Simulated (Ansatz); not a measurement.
Molecule: C2H6BCl (charge 0, singlet). SMILES: CB(C)Cl
Geometry from a B3LYP-D3(BJ)/def2-TZVP (Ansatz, a quantum-chemistry and plane-wave program) optimisation:
```xyz
10

C      1.4255    -0.9875    -0.4063
B      0.0192    -0.3520    -0.1827
C     -1.3160    -1.0184    -0.6351
Cl    -0.0670     1.2264     0.6367
H      1.3875    -2.0783    -0.4510
H      2.1747    -0.6750     0.3208
H      1.7812    -0.6533    -1.3905
H     -1.6549    -1.6609     0.1891
H     -2.1209    -0.3108    -0.8325
H     -1.1825    -1.6752    -1.4977
```

Atomisation energy built up term by term with Ansatz (kcal/mol; UHF references for open shells; valence terms freeze the core; atomic spin-orbit terms are left out). CBS marks a two-point X^-3 extrapolation of the correlation energy; Hartree-Fock from the larger set.

```json
[
 {"term": "Hartree-Fock", "basis": "aug-cc-pV(Q+d)Z", "kcal/mol": "…"},
 {"term": "CCSD correlation", "basis": "CBS(aug-cc-pV(T+d)Z,aug-cc-pV(Q+d)Z)", "kcal/mol": "188.41"},
 {"term": "(T)", "basis": "CBS(aug-cc-pV(T+d)Z,aug-cc-pV(Q+d)Z)", "kcal/mol": "…"},
 {"term": "core correlation", "basis": "cc-pwCVTZ", "kcal/mol": "3.79"},
 {"term": "scalar relativity (X2C)", "basis": "cc-pVTZ-DK against cc-pVTZ", "kcal/mol": "-0.68"},
 {"term": "sum: De", "basis": "", "kcal/mol": "…"}
]
```

Problem. What belongs in the gaps?

Solution. 
- Hartree-Fock, kcal/mol: 711.73
- (T), kcal/mol: 11.62
- sum: De, kcal/mol: 914.9
